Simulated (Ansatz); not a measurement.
**Worked example: a bond strength in SnSiH4OF (SMILES [F][SnH][O][SiH3])**

The species is SnSiH4OF (8 atoms), meant as a doublet with charge 0. SMILES: `[F][SnH][O][SiH3]`. The shape was relaxed beforehand at B3LYP/def2-SVP. This is one conformer, not always the lowest.

```tsv
atom	x (Å)	y (Å)	z (Å)
F	-1.6443	1.7904	1.0348
Sn	-0.4349	1.9349	-0.5005
O	0.2427	0.0688	-0.6744
Si	0.7309	-1.2035	0.2838
H	-1.4733	2.1583	-1.9168
H	1.7362	-2.0095	-0.4668
H	-0.4260	-2.0785	0.6339
H	1.3609	-0.7181	1.5501
```

Wanted: the dissociation energy of the Si4–O3 bond into doublet SiH3 and singlet SnHOF (shapes relaxed at B3LYP/def2-SVP, no zero-point term). 1 Eh = 2625.50 kJ/mol = 27.2114 eV. Totals in Eh; open shells run unrestricted unless said.

| level | program | SnSiH4OF | doublet SiH3 | singlet SnHOF |
| --- | --- | --- | --- | --- |
| UB3LYP/def2-SVP (core potential) | Ansatz | -681.158808 | -291.158553 | -389.843968 |
| UB2PLYP/def2-SVP (core potential), 11 core orbitals frozen in the whole | Ansatz | -680.520725 | -290.998893 | -389.369596 |
| UCCSD(T)/def2-SVP (core potential), 11 core orbitals frozen in the whole | Ansatz | -679.338895 | -290.655490 | -388.532173 |

Task: Work out the dissociation energy at each level.

Result: 
1. UB3LYP/def2-SVP (core potential): (-291.158553) + (-389.843968) − (-681.158808) = 0.156287 Eh = 410.3 kJ/mol = 4.25 eV.
2. UB2PLYP/def2-SVP (core potential): (-290.998893) + (-389.369596) − (-680.520725) = 0.152236 Eh = 399.7 kJ/mol = 4.14 eV.
3. UCCSD(T)/def2-SVP (core potential): (-290.655490) + (-388.532173) − (-679.338895) = 0.151232 Eh = 397.1 kJ/mol = 4.12 eV.

The levels span 397 to 410 kJ/mol; no measured value is set beside them. A fragment with an even electron count was run as a singlet and may have a lower triplet. A bond enthalpy at 298 K also holds the loss of zero-point energy and thermal terms.
